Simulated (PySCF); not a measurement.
C2H7ClSi, SMILES [SiH2](Cl)CC.

The structure is a stationary point at B3LYP-D3(BJ)/def2-SVP. Other conformers were not sampled.

Two levels are set side by side: TDA-PBE/def2-SVPD (PySCF) and TDA-CAM-B3LYP/def2-SVPD (PySCF). Vertical, same geometry. The lowest singlet is HOMO→LUMO 99 % with PBE and HOMO→LUMO 86 % with the other functional; states are paired by order. Differences are taken from unrounded values.

```csv
quantity,TDA-CAM-B3LYP
lowest singlet excitation (eV),7.46
lowest triplet excitation (TDA) (eV),7.09
```

What does TDA-PBE give, and how far is it from TDA-CAM-B3LYP? (Estimate from the structure and the level; the computed values follow.)


```json
[
 {"quantity": "lowest singlet excitation (eV)", "TDA-PBE": "6.57", "TDA-PBE minus TDA-CAM-B3LYP": "-0.88"},
 {"quantity": "lowest triplet excitation (TDA) (eV)", "TDA-PBE": "6.28", "TDA-PBE minus TDA-CAM-B3LYP": "-0.81"}
]
```

A lower first singlet is the usual sign of a functional without exact exchange. Differences between two approximate levels are no errors against the true value.

Rough cost on one machine, each run with all the roots and properties that it gave: TDA-CAM-B3LYP against TDA-PBE about 5 times.
